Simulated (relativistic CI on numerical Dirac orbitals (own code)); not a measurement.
# Line list: Forbidden lines, Pt LXXVIII

Method of calculation: Dirac equation for one electron, model QED (radiative potential, 1s self-energy scaled to tabulated hydrogen-like ionisation energies) (own radial code, finite nucleus).

Configurations in the expansion: 1s, 2s, 2p, 3s, 3p, 3d, 4s, 4p, 4d, 4f, 5s, 5p, 5d, 5f, 5g, 6s, 6p, 6d. Levels of other configurations are missing.

```
λ vac (Å)          Lower           Upper  Type   A (s⁻¹)  E lower (Ry)  E upper (Ry)
   0.1404   1s ²S1/2 [1]   6d ²D5/2 [30]    E2  1.95e+13          0.00       6492.46
   0.1404   1s ²S1/2 [1]   6d ²D3/2 [28]    E2  2.26e+13          0.00       6490.84
   0.1420   1s ²S1/2 [1]   5d ²D5/2 [22]    E2  3.20e+13          0.00       6417.09
   0.1421   1s ²S1/2 [1]   5d ²D3/2 [19]    E2  3.74e+13          0.00       6414.28
   0.1451   1s ²S1/2 [1]   4d ²D5/2 [15]    E2  5.65e+13          0.00       6278.58
   0.1453   1s ²S1/2 [1]   4d ²D3/2 [12]    E2  6.67e+13          0.00       6273.09
   0.1457   1s ²S1/2 [1]   4s ²S1/2 [11]    M1  6.01e+12          0.00       6254.06
   0.1524   1s ²S1/2 [1]    3d ²D5/2 [9]    E2  9.89e+13          0.00       5981.23
   0.1527   1s ²S1/2 [1]    3d ²D3/2 [7]    E2  1.19e+14          0.00       5968.31
   0.1539   1s ²S1/2 [1]    3s ²S1/2 [6]    M1  1.30e+13          0.00       5922.83
   0.1838   1s ²S1/2 [1]    2s ²S1/2 [3]    M1  3.06e+13          0.00       4957.69
   0.6235  2p ²P°1/2 [2]  5f ²F°5/2 [21]    E2  7.25e+12       4955.45       6417.09
   0.6968  2p ²P°3/2 [4]  5f ²F°7/2 [24]    E2  8.68e+12       5110.66       6418.44
   0.7785  2p ²P°3/2 [4]  4f ²F°7/2 [16]    E2  1.29e+13       5110.66       6281.20
```

Terms are leading LS components. Brackets give the number of a level in order of energy, since labels repeat. The list gives strong lines, with weight on those to low levels. Levels whose partners in the same complex of configurations lie outside the list can be far off, and so can their lines. Rates are taken at the computed energies, electric ones in the length gauge.
